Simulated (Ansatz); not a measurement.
```xyz
13

C     1.792   -1.201   -1.077
C     1.375    0.093   -0.488
F     2.084    1.147   -0.956
C     0.441    0.292    0.401
C    -0.535    0.462    1.246
Si   -2.284    0.780    0.672
H     1.193   -2.015   -0.671
H     2.847   -1.395   -0.860
H     1.671   -1.178   -2.164
H    -0.320    0.425    2.315
H    -2.317    0.771   -0.810
H    -3.189   -0.274    1.205
H    -2.758    2.092    1.185
```

The species carries charge 0 and has multiplicity 1.

Question: List the PBE0/def2-TZVPP orbital energies in eV (the Gaussian-basis code of Ansatz). (Estimate.)

Answer: Ansatz gave: Occupied: -1802.60, -674.19, -280.65, -278.82, -278.73, -278.52, -144.95, -99.61, -99.60, -99.60, -34.08, -22.84, -21.17, -18.92, -15.89, -15.11, -13.69, -13.65, -13.28, -11.65, -11.58, -10.88, -10.61, -10.07, -9.76, -8.25, -6.93. Lowest empty: -0.80, 0.46, 0.75, 1.27, 1.57, 1.76, 2.10, 2.83.
